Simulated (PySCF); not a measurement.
Members of one family of related compounds. Computed, not measured: PySCF, TDDFT wB97X-D/def2-SVPD, vertical, gas phase, core orbitals frozen in the response, def2 core potentials past Kr. Geometries: PBE0-D3(BJ)/def2-SVP; one conformer of each isolated species. Triplets are in the Tamm–Dancoff approximation. 'Strongest' means the level of largest summed f among the lowest 10 singlets; it needn't be the same kind of state in each. Atoms past krypton carry core potentials; spin–orbit coupling is left out.

Question: Rank by computed lowest singlet excitation energy, lowest first.
A. `C[Si](C)(C)[Sn]([Cl])([Cl])[Cl]` (SnCl3(SiMe3))
B. `CC(C)[NH][Sn]([Cl])([Cl])[Cl]` (SnCl3(NHiPr))
C. `CCC[CH2][Sn]([Cl])([Cl])[Cl]` (SnCl3(nBu))
D. `CC[N](CC)[Sn]([Cl])([Cl])[Cl]` (SnCl3(NEt2))

Answer: D (3.72 eV), B (4.31 eV), A (5.59 eV), C (5.80 eV).

```tsv
SMILES	S1 (eV)	f (S1)	f (strongest)	strongest (eV)	HOMO (eV)	LUMO (eV)	S1 mainly
CC[N](CC)[Sn]([Cl])([Cl])[Cl]	3.72	0.028	0.11	6.84	-8.99	-1.02	H→L (96%)
CC(C)[NH][Sn]([Cl])([Cl])[Cl]	4.31	0.038	0.05	5.91	-9.59	-1.01	H→L (95%)
C[Si](C)(C)[Sn]([Cl])([Cl])[Cl]	5.59	0.351	0.35	5.59	-9.84	-0.34	H→L (94%)
CCC[CH2][Sn]([Cl])([Cl])[Cl]	5.80	0.000	0.22	5.84	-10.54	-0.68	H-1→L (93%)
```

H and L stand for HOMO and LUMO.
